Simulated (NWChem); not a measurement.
Species: HTeBr; SMILES Br[TeH]

Computed with NWChem. Geometry: optimised at PBE0/def2-SVP. def2 effective core potentials on Te; no spin-orbit coupling. Level: PBE0/def2-SVPD; the question gives the wavelength of the field.

Q: Estimate the computed values for field 1065 nm. Quantities: isotropic polarisability (bohr³); anisotropy (bohr³).

A: 
```
Property                          Result
--------------------------------  ------
isotropic polarisability (bohr³)    65.3
anisotropy (bohr³)                  28.9
```
